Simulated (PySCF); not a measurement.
A structure optimised at B3LYP-D3(BJ)/def2-SVP, used in a PySCF frequency run:

```
Si
F 1 1.6025
F 1 1.6025 2 108.01
F 1 1.6025 2 108.01 3 116.59
H 1 1.4643 2 110.89 3 -121.70
```
Charge 0, spin multiplicity 1.

Write its SMILES, formula and point group.

F[SiH](F)F, F3HSi, C3v

What are its rotational constants (standard atomic weights)?

6.8834, 6.8834, 3.9559 GHz
